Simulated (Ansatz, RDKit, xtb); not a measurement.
Pair of molecules: C2H2 (SMILES C#C) (first 4 atoms) with CH3F (SMILES CF); geometry from B3LYP-D3(BJ)/def2-TZVP.
(charge 0, multiplicity 1):
```xyz
9

C     -0.1330    -0.1057     0.1122
C      0.3573     0.3816    -0.8658
H     -0.5598    -0.5337     0.9899
H      0.7874     0.8110    -1.7375
C      0.6280    -0.0630     3.6387
F     -0.4786    -0.7875     3.1906
H      1.1110     0.3995     2.7779
H      0.2813     0.6996     4.3358
H      1.3122    -0.7509     4.1350
```

Monomers are frozen at their geometry in the pair; levels with a basis set take the counterpoise correction.

The values were computed with Ansatz (a program for electronic structure) with Gaussian orbitals; RDKit for the force fields; xtb for the GFN methods. Values without a source in brackets are computed.

Problem. One of these levels gives -0.67 kcal/mol for the interaction energy. Which one is it?
A) PBE/def2-TZVPPD
B) SVWN5/def2-TZVPPD
C) MMFF94
D) GFN1-xTB

Solution. D, GFN1-xTB. The others give -0.34 (MMFF94), -3.71 (SVWN5/def2-TZVPPD), -1.72 (PBE/def2-TZVPPD)
